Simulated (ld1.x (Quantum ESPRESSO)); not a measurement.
## Varying the PAW potential for ruthenium (Ru)

Base potential:

Ru, PAW, made with ld1.x (Quantum ESPRESSO) 7.5 (PBE, scalar-relativistic). Core [Ar] 3d10, reference 4s2 4p6 4d7 5s1 5p0. Waves: 4s (bound): rcut 1.45, rcutus 1.70 bohr; 5s (bound): rcut 1.45, rcutus 1.70 bohr; 4p (bound): rcut 1.50, rcutus 1.65 bohr; 5p (bound, empty): rcut 1.50, rcutus 1.65 bohr; 4d (bound): rcut 1.15, rcutus 1.40 bohr; 4d channel at 1 Ry: rcut 1.15, rcutus 1.40 bohr. Local part: all-electron potential smoothed inside 1.40 bohr (lloc = -2). Core correction: a·sin(br)/r model core, default radius (core density twice the valence density). Augmentation charge: PSQ, inside the norm-conserving radii.

Cutoffs, loose and tight: the cutoffs (Ry, on a coarse ladder) from which the occupation-weighted sum of valence levels, in a spherical-Bessel basis at the reference potential, stays within 10 and 1 mRy of its value at 400 Ry. They do not see the model core or the augmentation charge, which bear on the density cutoff. Test errors are all-electron minus pseudo excitation energies from the reference, over the configurations 4s2 4p6 4d7 5s0 5p0; 4s2 4p6 4d6 5s0 5p0; 4s2 4p6 4d5 5s0 5p0; 4s2 4p6 4d6 5s1 5p0; 4s2 4p6 4d6 5s2 5p0; 4s2 4p6 4d6 5s1 5p1; 4s2 4p6 4d8 5s0 5p0. A dash means not determined; rows that change the core or the reference have their own tests.

On the changes marked as counting shells twice: ld1.x takes every shell without a wave as core, so the model core holds the marked electrons as well and exchange and correlation see them twice. This cancels in the reference configuration, but the file is broken for other ones, and its errors say nothing about a proper core correction.

| change | outcome | cutoff, loose | cutoff, tight | bound ghosts | largest test error (meV) |
| --- | --- | --- | --- | --- | --- |
| base | generated | 50 Ry | 90 Ry | none | -2.8 |
| waves 4s (bound): rcut 1.45, rcutus 1.96 bohr; 5s (bound): rcut 1.45, rcutus 1.96 bohr | generated | 50 Ry | 90 Ry | none | -3.4 |
| type TM; waves now 4s (bound): rc 1.70 bohr; 4p (bound): rc 1.65 bohr; 4d (bound): rc 1.40 bohr; local potential the d channel (5s counted twice) | generated, misses its reference levels by 0.59 eV | 55 Ry | 70 Ry | none | -2042 |
| wave 4d channel at 1 Ry: rcut 1.15, rcutus 1.40 bohr becomes 4d channel at 1.52 Ry: rcut 1.15, rcutus 1.40 bohr | generated | 50 Ry | 90 Ry | none | -2.9 |
| local potential all-electron potential smoothed inside 1.18 bohr (lloc = -2) | generated | 50 Ry | 90 Ry | none | +14 |

Q: What comes out with this change to the base: waves 4d (bound): rcut 1.15, rcutus 1.32 bohr; 4d channel at 1 Ry: rcut 1.15, rcutus 1.32 bohr?

A: outcome: generated; cutoff, loose: 60 Ry; cutoff, tight: 100 Ry; bound ghosts: none; largest test error (meV): +2.4.

Q: What comes out with this change to the base: all radii but the core radius scaled by about 1.09 (s 1.86, p 1.80, d 1.52 bohr, rcut 1.58/1.64/1.26); local potential all-electron potential smoothed inside 1.52 bohr (lloc = -2)?

A: outcome: generated; cutoff, loose: 45 Ry; cutoff, tight: 80 Ry; bound ghosts: none; largest test error (meV): +4.0.
